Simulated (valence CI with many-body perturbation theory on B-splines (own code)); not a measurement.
## La36+: magnetic and hyperfine properties of the levels

Calculated by configuration interaction combined with many-body perturbation theory (CI+MBPT): three valence electrons over a frozen Dirac-Fock core [Ar], a basis of 9 s, 9 p, 10 d, 8 f, 5 g, 3 h, 1 i functions for each j, with the one-electron correlation potential Σ1, the two-electron term Σ2, the three-electron term Σ3, Breit, model QED; selected CI, second order for the rest (own B-spline code, finite nucleus).

No measured spectrum was set against this ion. As an estimate, large intervals hold to a few tenths of a per cent, small ones and those within an open d or f shell to about a per cent. Only levels of the ground parity were solved; by the run's estimate the other parity begins above the list, which can be wrong where configurations are misplaced.

A/g_I is the dipole constant over the nuclear g factor μ/I (μ in nuclear magnetons, uniformly magnetised nucleus), B/Q the quadrupole constant per barn. Both hold the static response of the core; the bare values leave it out. Large factors of s and p1/2 electrons are usually good to 5 to 10 %; those of open d and f shells near neutrality can be off by tens of per cent, and small factors of p3/2, d and f electrons come from cancelling terms and can be off by a factor of two or in sign, in half-filled shells by more. B is blank for J = 1/2, where it vanishes, and for nearly pure S terms. Energies count from the lowest level.

Levels are named by their leading jj configuration (3d3/2^4 stands for four electrons in 3d with j = 3/2), which in mixed levels can hold well under half, so a name can repeat and another be missing. Letters in brackets count levels of one name in rising energy.

```tsv
Level	E (eV)	g	A/g_I (MHz)	A/g_I bare	B/Q (MHz/b)	B/Q bare
(3d3/2^3) J=3/2	0.000	0.619	40900	40400	-19400	-19800
(3d3/2^2 3d5/2) J=5/2 [a]	15.371	1.043	23100	23200	-11000	-11200
(3d3/2^2 3d5/2) J=3/2	20.847	1.249	18400	18800	-8330	-8480
(3d3/2^2 3d5/2) J=7/2	21.573	1.092	23600	23800	2910	2950
(3d3/2^2 3d5/2) J=9/2	22.977	1.085	25100	25300	21500	21900
(3d3/2^2 3d5/2) J=1/2	24.089	1.916	-18300	-17000		
(3d3/2^2 3d5/2) J=5/2 [b]	36.413	1.426	10700	11300	28100	28600
(3d3/2 3d5/2^2) J=7/2 [a]	37.930	1.050	20900	21000	3560	3620
(3d3/2 3d5/2^2) J=9/2	40.190	1.130	19900	20100	11400	11600
(3d3/2 3d5/2^2) J=3/2 [a]	43.935	1.147	21700	22000	-23900	-24300
(3d3/2 3d5/2^2) J=1/2	45.815	1.408	-5550	-4910		
(3d3/2 3d5/2^2) J=11/2	47.456	1.085	22300	22400	51100	52000
(3d3/2 3d5/2^2) J=5/2 [a]	49.669	1.158	13700	13900	27200	27600
(3d3/2 3d5/2^2) J=5/2 [b]	52.321	1.080	21300	21400	-598	-610
(3d3/2 3d5/2^2) J=7/2 [b]	54.498	1.110	22400	22600	11100	11300
(3d5/2^3) J=9/2	61.851	1.121	17000	17200	9090	9260
(3d3/2 3d5/2^2) J=3/2 [b]	62.959	1.122	25600	25800	15200	15400
(3d5/2^3) J=3/2	75.387	0.898	27600	27500	19100	19400
(3d5/2^3) J=5/2	80.350	1.149	16900	17100	9390	9560
```

(1) Take the isotope of mass number 138, with I = 5, μ = 3.7084 μN and Q = 0.39 b. What is the hyperfine structure of (3d3/2^3) J=3/2?

Answers

(1) From the table A = 30300 MHz, B = -7580 MHz. Shifts from the centre of gravity in MHz: F = 7/2: -276000, F = 9/2: -135000, F = 11/2: 33300, F = 13/2: 225000.
